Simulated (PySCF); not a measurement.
A structure optimised at B3LYP-D3(BJ)/def2-SVP, used in a PySCF frequency run:

```
Nb
O 1 1.7097
O 1 1.9070 2 109.00
H 3 0.9645 1 132.09 2 0.00
O 1 1.9070 2 109.00 3 120.00
H 5 0.9645 1 132.09 2 0.00
O 1 1.9070 2 109.00 3 -120.00
H 7 0.9645 1 132.09 2 0.00
```
Charge 0, spin multiplicity 1.

### Question
Write its SMILES, formula and point group.

### Answer
[O]=[Nb]([OH])([OH])[OH], H3NbO4, C3v

### Question
What are its rotational constants (standard atomic weights)?

### Answer
3.2835, 3.2835, 2.8513 GHz
